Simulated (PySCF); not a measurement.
Scandium: a sound run and one with changed settings

Sound run: Sc [Ar] 3d1 4s2, Sc⁺ [Ar] 3d1 4s1. Computed with PySCF 2.14 in x2c-SVPall (5s3p3d1f, 36 functions), with scalar relativity by spin-free X2C-1e. In the sound run the correlated levels freeze [Ar]. The sound run starts from symmetry-adapted Hartree-Fock orbitals and uses a fine grid where one is needed.

Changed run: initial guess minao, at most 50 SCF cycles.

```json
{"species": "Sc", "method": "UHF", "sound run (hartree)": "-763.16220", "changed run (hartree)": "-763.16220", "converged": "yes"}
{"species": "Sc", "method": "M06-2X", "sound run (hartree)": "-764.07859", "changed run (hartree)": "-764.07859", "converged": "yes"}
{"species": "Sc", "method": "BP86", "sound run (hartree)": "-764.15760", "changed run (hartree)": "-764.15760", "converged": "yes"}
{"species": "Sc", "method": "MP2", "sound run (hartree)": "-763.18592", "changed run (hartree)": "-763.18592", "converged": "yes"}
{"species": "Sc⁺", "method": "UHF", "sound run (hartree)": "-762.96354", "changed run (hartree)": "-762.96354", "converged": "yes"}
{"species": "Sc⁺", "method": "M06-2X", "sound run (hartree)": "-763.82549", "changed run (hartree)": "-763.82549", "converged": "yes"}
{"species": "Sc⁺", "method": "BP86", "sound run (hartree)": "-763.90891", "changed run (hartree)": "-763.91796", "converged": "yes"}
{"species": "Sc⁺", "method": "MP2", "sound run (hartree)": "-762.96520", "changed run (hartree)": "-762.96520", "converged": "yes"}
```

Ionisation energy of Sc:

```json
{"method": "UHF", "sound run (eV)": "5.406", "changed run (eV)": "5.406"}
{"method": "M06-2X", "sound run (eV)": "6.887", "changed run (eV)": "6.887"}
{"method": "MP2", "sound run (eV)": "6.006", "changed run (eV)": "6.006"}
{"method": "SCS-MP2", "sound run (eV)": "6.123", "changed run (eV)": "6.123"}
```

The plain start fixes occupations by D2h representation alone, and Sc⁺ at BP86 landed in another state (other ⟨L²⟩ or ⟨S²⟩). 

For comparison, NIST gives 6.561 eV between the lowest levels.
